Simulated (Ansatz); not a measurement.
Reaction (redistribution): `C=N[Si](N)(O)F` + `[NH]=[Ta]([NH2])([OH])[Cl]` → `C=N[Si](N)(N)F` + `[NH]=[Ta]([OH])([OH])[Cl]`

Calculated with Ansatz (gas phase, PBE0-D4/def2-TZVP geometries, no zero-point term in ΔE). CCSD(T)/CBS is the MP2 limit (def2-TZVPP, def2-QZVPP) plus CCSD(T) − MP2 in def2-TZVPP, frozen cores. Functionals use def2-TZVPP. B3LYP here is the variant with VWN-RPA as its local correlation; programs differ in this. Elements past krypton have def2 core potentials. For Ta outer-core shells are correlated without core-valence functions, which leaves a few kJ/mol of doubt a bond. One conformer a species, not always the lowest.

| species | B3LYP energy (Eh) |
| --- | --- |
| `C=N[Si](N)(O)F` | -615.52058 |
| `[NH]=[Ta]([NH2])([OH])[Cl]` | -704.70889 |
| `C=N[Si](N)(N)F` | -595.62490 |
| `[NH]=[Ta]([OH])([OH])[Cl]` | -724.60637 |

**Question.** Work out ΔE.

**Answer.** ΔE = (-595.62490) + (-724.60637) − (-615.52058) − (-704.70889) = -0.00180 Eh = -4.7 kJ/mol. CCSD(T)/CBS gives -1.1 kJ/mol.

Largest T1 diagnostic among the species: 0.018.

In def2-TZVPP, CCSD(T) changes the Hartree–Fock value by +3.1 kJ/mol (the triples alone add +0.2 kJ/mol) and MP2 by +3.7 kJ/mol.
